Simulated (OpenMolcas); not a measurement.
## OpenMolcas run: K I

Input:

```
&GATEWAY
Coord
1

K 0.0 0.0 0.0
Basis=ANO-R2
Group=XYZ
NoMove
AngMom=0.0 0.0 0.0
AMFI
&SEWARD
&RASSCF
FileOrb=start.orb
Symmetry=1
Spin=2
nActEl=1 0 0
Inactive=3 6
Ras2=1 3
CIRoot=1 1 1
SDav=1
CIMx=300
Iter=120 100
PrWF=0.3
OrbListing=Nothing
MaxOrb=0
Atom
>>> COPY $Project.JobIph JOB001
&RASSCF
FileOrb=start.orb
Symmetry=2
Spin=2
nActEl=1 0 0
Inactive=3 6
Ras2=1 3
CIRoot=3 3 1
SDav=3
CIMx=300
Iter=120 100
PrWF=0.3
OrbListing=Nothing
MaxOrb=0
Atom
>>> COPY $Project.JobIph JOB002
&RASSI
NrOfJobIphs=2 1 3
1
1 2 3
IphNames
JOB001
JOB002
EJob
SpinOrbit
DIPRint=1.0
SOCoupling=1000.0
Subsets=2
MEES
Property=10
'ANGMOM' 1 'ANGMOM' 2 'ANGMOM' 3 'MLTPL  1' 1 'MLTPL  1' 2 'MLTPL  1' 3
'AMFI' 1 'AMFI' 2 'AMFI' 3 'MLTPL  2' 6
SOProperty=3
'ANGMOM' 1 'ANGMOM' 2 'ANGMOM' 3
```

Launched by
```bash
OMP_NUM_THREADS=1 MOLCAS_MEM=2252 MOLCAS_PROJECT=a pymolcas a.inp > a.log  # once for each step of the input, in one work folder
```

A driver script runs the steps one by one and writes start.orb anew before each from the orbitals found so far.

Output, cut to the results:

```
--- SEWARD ---
Basis set label: K.ANO-R...5S4P2D1F.

      Electronic valence basis set:
      ------------------
      Associated Effective Charge  19.000000 au
      Associated Actual Charge     19.000000 au
      Nuclear Model: Finite nucleus - Gaussian distribution
        Gaussian exponent, Xi/bohr**(-2):  3.62281E+08

      Shell  nPrim  nBasis  Cartesian Spherical Contaminant
         s      19       5        X
         p      12       4        X
         d       6       2                 X
         f       4       1                 X
                  Relativistic X2C integrals
                  Atomic mean-field integrals
--- RASSCF ---
Wave function specifications:
      -----------------------------

      Number of closed shell electrons          18
      Number of electrons in active shells       1
      Max number of holes in RAS1 space          0
      Max nr of electrons in RAS3 space          0
      Number of inactive orbitals                9
      Number of active orbitals                  4
      Number of secondary orbitals              21
      Spin quantum number                      0.5
      State symmetry                             1
Orbital specifications:
      -----------------------

      Symmetry species                           1   2
                                                ag  au
      Frozen orbitals                            0   0
      Inactive orbitals                          3   6
      Active orbitals                            1   3
      RAS1 orbitals                              0   0
      RAS2 orbitals                              1   3
      RAS3 orbitals                              0   0
      Secondary orbitals                        11  10
      Deleted orbitals                           0   0
      Number of basis functions                 15  19
      Number of CSFs                             1
      Number of root(s) required                 1
      Iter CI   SX   CI       RASSCF       Energy    max ROT     max BLB   max BLB  Level Ln srch  Step   QN
          iter iter root      energy       change     param      element    value   shift minimum  type update
 Nr of preliminary CI iterations:   1
 ###############################################################################
 ###############################################################################
 ###                                                                         ###
 ###                                                                         ###
 ###    WARNING: Problems in orbital optimization.                           ###
 ###                                                                         ###
 ###                                                                         ###
 ###############################################################################
 ###############################################################################
  Warning: In symmetry  2, orbital p=   7 has diagonal density matrix element D(p,p) close to zero. D(p,p)=  0.000000E+00
  Warning: In symmetry  2, orbital p=   8 has diagonal density matrix element D(p,p) close to zero. D(p,p)=  0.000000E+00
        ...
  Warning: In symmetry  2, orbital p=   7 has diagonal density matrix element D(p,p) close to zero. D(p,p)=  0.000000E+00
  Warning: In symmetry  2, orbital p=   8 has diagonal density matrix element D(p,p) close to zero. D(p,p)=  0.000000E+00
  Warning: In symmetry  2, orbital p=   9 has diagonal density matrix element D(p,p) close to zero. D(p,p)=  0.000000E+00
        4   1    1    1  -601.46295648   -2.27E-13   0.00E+00    3   5 1 -7.29E-08   0.50   0.00    SX    NO
      Convergence after  4 iterations
        5   1    1    1  -601.46295648   -9.09E-13   0.00E+00    3   5 1 -7.29E-08   0.50   0.00    SX    NO
      Natural orbitals and occupation numbers for root  1
      sym 1:   1.000000
      sym 2:   0.000000   0.000000   0.000000
::    RASSCF root number  1 Total energy:   -601.46295648
--- RASSCF ---
Wave function specifications:
      -----------------------------

      Number of closed shell electrons          18
      Number of electrons in active shells       1
      Max number of holes in RAS1 space          0
      Max nr of electrons in RAS3 space          0
      Number of inactive orbitals                9
      Number of active orbitals                  4
      Number of secondary orbitals              21
      Spin quantum number                      0.5
...
--- RASSI ---
SPIN-FREE ENERGIES:
  (Shifted by EMIN (a.u.) =       -601.4629564830)

 SF State       Relative EMIN(au)   Rel lowest level(eV)    D:o, cm**(-1)      L_eff

     1             0.0000000000        0.0000000000              0.0000         0.0
     2             0.0986298157        2.6838540096          21646.7424         1.0
     3             0.0986298157        2.6838540096          21646.7424         1.0
     4             0.0986298157        2.6838540096          21646.7424         1.0
     Dipole printing threshold changed to   1.00000000E+00

++ Dipole transition strengths (spin-free states):
   -----------------------------------------------
     for osc. strength at least  1.00000000E+00

  ( Max oscillator strength is only   0.44104589823524010      )
--
Eigenvalues of complex Hamiltonian:
   -----------------------------------
  (Shifted by EMIN (a.u.) =       -601.4629564830)

 SO State       Relative EMIN(au)   Rel lowest level(eV)    D:o, cm**(-1)     J-value

     1             0.0000000000        0.0000000000              0.0000         0.4
     2             0.0000000000        0.0000000000              0.0000         0.4
     3             0.0982999057        2.6748767028          21574.3356         0.4
     4             0.0982999057        2.6748767028          21574.3356         0.4
     5             0.0987947706        2.6883426629          21682.9459         1.4
     6             0.0987947706        2.6883426629          21682.9459         1.4
     7             0.0987947706        2.6883426629          21682.9459         0.8
     8             0.0987947706        2.6883426629          21682.9459         0.8
Weights of the five most important spin-orbit-free states for each spin-orbit state.

 SO State  Total energy (au)           Spin-free states, spin, and weights
 -------------------------------------------------------------------------------------------------------
...
```

The J values that RASSI prints are effective ones from its own formula and need not be integers or half-integers; the table below assigns J from the states.

Levels above the lowest, from the spin-orbit matrix, grouped by J:

```
Configuration  Term    J  E (cm-1)  Measured (cm-1)      g  Term weight %
           4s    2S  1/2       0.0              0.0  2.002            100
           4p   2P*  1/2     21574            12985  0.666            100
           4p   2P*  3/2     21683            13043  1.334            100
```

Against the 2 measured excited levels shown (NIST Handbook of Basic Atomic Spectroscopic Data) the mean absolute deviation is 8600 cm-1; the largest miss in energy is 4p 2P* 3/2: computed 21683, measured 13043 cm-1 (+66.2 %).

ANO sets are built for ground and valence states and can reach diffuse excited orbitals poorly. With one active electron the reference holds no correlation, so core polarisation is missing. The ANO-R sets hold no well-fitted valence p shell for this element, so s → p excitations can come out far too high. Measured partners are found by configuration, term and J. A level has none where our copy of the source lacks it or the pairing is in doubt (some pairs that miss far off the trend of their configuration count as doubtful), and it then counts in no deviation. Only configurations of the active space appear.

The term weight is that of the spin-free term in the level, not the purity of its configuration. * marks odd parity.
